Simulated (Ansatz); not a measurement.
Reaction (redistribution): `[F][Ta]([F])([F])([F])[F]` + `[Cl][Sc]([Cl])[Cl]` → `[F][Ta]([F])([F])([F])[Cl]` + `[F][Sc]([Cl])[Cl]`

Gas-phase electronic energies from Ansatz, PBE0-D4/def2-TZVP geometries. CCSD(T)/CBS is the MP2 limit (def2-TZVPP, def2-QZVPP) plus CCSD(T) − MP2 in def2-TZVPP, frozen cores. DFT in def2-TZVPP. Elements past krypton have def2 core potentials. For Sc, Ta outer-core shells are correlated without core-valence functions, which leaves a few kJ/mol of doubt a bond. Scalar relativity is left out up to krypton.

```json
{"level": "r2SCAN-D4", "ΔE (kJ/mol)": "18.1", "difference from CCSD(T)/CBS": "-4.7"}
{"level": "PBE0-D4", "ΔE (kJ/mol)": "17.5", "difference from CCSD(T)/CBS": "-5.3"}
{"level": "r2SCANh-D4", "ΔE (kJ/mol)": "19.2", "difference from CCSD(T)/CBS": "-3.6"}
{"level": "r2SCAN", "ΔE (kJ/mol)": "18.0", "difference from CCSD(T)/CBS": "-4.8"}
{"level": "PBE0", "ΔE (kJ/mol)": "17.2", "difference from CCSD(T)/CBS": "-5.6"}
{"level": "r2SCAN0", "ΔE (kJ/mol)": "20.5", "difference from CCSD(T)/CBS": "-2.3"}
{"level": "HF/def2-TZVPP", "ΔE (kJ/mol)": "32.8", "difference from CCSD(T)/CBS": "10.0"}
{"level": "SCS-MP2/def2-QZVPP", "ΔE (kJ/mol)": "21.6", "difference from CCSD(T)/CBS": "-1.2"}
{"level": "MP2/CBS(def2)", "ΔE (kJ/mol)": "19.6", "difference from CCSD(T)/CBS": "-3.2"}
{"level": "CCSD/CBS(def2)", "ΔE (kJ/mol)": "25.0", "difference from CCSD(T)/CBS": "2.2"}
{"level": "CCSD(T)/CBS", "ΔE (kJ/mol)": "22.8", "difference from CCSD(T)/CBS": "0"}
```

Largest T1 diagnostic among the species: 0.018.

From PBE to PBE0 (25 % exact exchange), in def2-TZVPP and without D4, ΔE moves by +4.0 kJ/mol. In def2-TZVPP, CCSD(T) changes the Hartree–Fock value by −10.7 kJ/mol (the triples alone add −2.2 kJ/mol) and MP2 by −13.8 kJ/mol.
